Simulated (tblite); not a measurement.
Compound: C₃H₁₀BNSi.
Structure used (GFN2-xTB), in Å, numbered top down from 1:
```
atom  x, y, z in Å
C1    -0.8149    1.5184    0.3889
B2    -0.8770    0.0264   -0.0931
C3    -2.1392   -0.8693    0.2074
Si4    0.6891   -0.7266   -1.0107
C5     2.3069   -0.2908   -0.0909
N6     2.2818    0.5103    0.8787
H7    -0.5992    2.2013   -0.4332
H8    -1.7014    1.8849    0.9030
H9     0.0389    1.6189    1.0626
H10   -2.9624   -0.3508    0.6952
H11   -1.8586   -1.7091    0.8449
H12   -2.5276   -1.3227   -0.7052
H13    0.9585   -0.2424   -2.3830
H14    0.7779   -2.1982   -1.1480
H15    3.2389   -0.7552   -0.4494
H16    3.1806    0.7140    1.3213
```

Method: GFN2-xTB as coded in tblite; computed harmonic values from a numerical Hessian at the method's own geometry, unscaled. Errors from tens to a few hundred cm⁻¹ against measured bands are possible. Modes of hydrogen on silicon can be 10 to 20 % off. One conformer, not necessarily the lowest. The optimisation stopped once no atom felt more than 0.01 eV/Å.

Lowest wavenumbers of the output (negative numbers stand for imaginary wavenumbers):
```
mode    cm-1
  1     -54.7
  2      28.7
  3      64.4
  4     100.7
  5     131.4
  6     188.9
  7     260.8
  8     275.3
  9     379.8
 10     401.3
 11     526.7
 12     540.4
 13     636.8
 14     662.1
 15     676.0
```

**Question.** Is this structure a minimum?

**Answer.** Not by this Hessian. 1 mode is imaginary beyond 20i (55i cm⁻¹), so at this level the point lies at or near a first-order saddle. The curvature is small, so loose convergence or finite differences may be the whole cause.

**Question.** Which atoms move in the imaginary mode?

**Answer.** 55i: H11 (methyl hydrogen) 36 %, H12 (methyl hydrogen) 34 %, H10 (methyl hydrogen) 25 %. These are shares of the mass-weighted motion.

**Question.** What is the remedy?

**Answer.** Step along that mode in both directions, optimise again with tighter thresholds and repeat the frequencies. The zero-point energy of this point (76.5 kcal/mol) counts the 41 real modes alone, and thermal corrections from it aren't those of a minimum.
